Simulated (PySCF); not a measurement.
**Polarisability and C₆ of Rh²⁺ (rhodium, charge +2)**

[Kr] 4d7, high-spin 4F determinant. Calculation: PySCF 2.14, in aug-cc-pVTZ-PP with one added diffuse shell each of s, p, d, f, g type with ECP28MDF (7s7p6d4f3g, 113 functions); a scalar-relativistic core potential. Coupled (time-dependent) response in atomic units; α is the mean over directions.

| method | mean α (bohr³) | C₆ (like pair) | S(−4) |
| --- | --- | --- | --- |
| UHF | 6.726 | 35.22 | 10.92 |
| PBE | 7.782 | 41.51 | 17.22 |
| PBE0 | 7.410 | 39.32 | 14.72 |

S(−4) is the Cauchy moment in α(ω) = α(0) + S(−4) ω² + …

Spin-orbit coupling is absent.

α(iu) at PBE:

```
u (hartree)  α(iu) (bohr³)
          0          7.782
     0.0500          7.740
      0.100          7.617
      0.200          7.187
      0.300          6.629
      0.500          5.511
      0.750          4.391
       1.00          3.560
       1.50          2.449
       2.00          1.769
       3.00          1.024
       5.00         0.4508
```

For an ion, C₆ is the dispersion term alone; charge-induced terms of lower order in 1/R come first.

Energies and moments cover only the electrons outside the core potential.
